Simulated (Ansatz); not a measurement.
One change: `[OH][Hf]12345678([Cl])([C@H]9[C@@H]1[C@@H]2[C@@H]3[C@H]94)[C@H]1[C@@H]5[C@@H]6[C@@H]7[C@H]18` becomes `[OH][Zr]12345678([Cl])([C@H]9[C@@H]1[C@@H]2[C@@H]3[C@H]94)[C@H]1[C@@H]5[C@@H]6[C@@H]7[C@H]18`.

Ansatz, PBE0-D4/def2-TZVP geometries, multiplicity 1. Each molecule was computed in one conformer, which needn't be the lowest.

Elements past krypton have def2 core potentials.

```json
{"property": "HOMO–LUMO gap (PBE/def2-TZVPP) / eV", "`[OH][Hf]12345678([Cl])([C@H]9[C@@H]1[C@@H]2[C@@H]3[C@H]94)[C@H]1[C@@H]5[C@@H]6[C@@H]7[C@H]18`": "4.13"}
{"property": "HOMO–LUMO gap (PBE0/def2-TZVPP) / eV", "`[OH][Hf]12345678([Cl])([C@H]9[C@@H]1[C@@H]2[C@@H]3[C@H]94)[C@H]1[C@@H]5[C@@H]6[C@@H]7[C@H]18`": "6.04"}
{"property": "HOMO energy (ωB97M-V/def2-TZVPP) / eV", "`[OH][Hf]12345678([Cl])([C@H]9[C@@H]1[C@@H]2[C@@H]3[C@H]94)[C@H]1[C@@H]5[C@@H]6[C@@H]7[C@H]18`": "-8.80"}
{"property": "LUMO energy (PBE/def2-TZVPP) / eV", "`[OH][Hf]12345678([Cl])([C@H]9[C@@H]1[C@@H]2[C@@H]3[C@H]94)[C@H]1[C@@H]5[C@@H]6[C@@H]7[C@H]18`": "-1.60"}
{"property": "size of the dipole moment (PBE/def2-TZVPP) / D", "`[OH][Hf]12345678([Cl])([C@H]9[C@@H]1[C@@H]2[C@@H]3[C@H]94)[C@H]1[C@@H]5[C@@H]6[C@@H]7[C@H]18`": "3.15"}
{"property": "size of the dipole moment (B3LYP/def2-TZVPP) / D", "`[OH][Hf]12345678([Cl])([C@H]9[C@@H]1[C@@H]2[C@@H]3[C@H]94)[C@H]1[C@@H]5[C@@H]6[C@@H]7[C@H]18`": "3.33"}
```

(1) What does the change do to each property? (An estimate is asked.)

## Answers

(1) The calculation gave: 
| property | `[OH][Zr]12345678([Cl])([C@H]9[C@@H]1[C@@H]2[C@@H]3[C@H]94)[C@H]1[C@@H]5[C@@H]6[C@@H]7[C@H]18` | shift |
| --- | --- | --- |
| HOMO–LUMO gap (PBE/def2-TZVPP) / eV | 3.87 | -0.26 |
| HOMO–LUMO gap (PBE0/def2-TZVPP) / eV | 5.78 | -0.26 |
| HOMO energy (ωB97M-V/def2-TZVPP) / eV | -8.82 | -0.02 |
| LUMO energy (PBE/def2-TZVPP) / eV | -1.89 | -0.29 |
| size of the dipole moment (PBE/def2-TZVPP) / D | 3.32 | 0.17 |
| size of the dipole moment (B3LYP/def2-TZVPP) / D | 3.51 | 0.18 |

Dipoles are sizes alone; their direction can turn.

B3LYP here is the variant with VWN-RPA as its local correlation; programs differ in this.

Positive LUMOs are unbound, so they and the gaps depend on the basis.
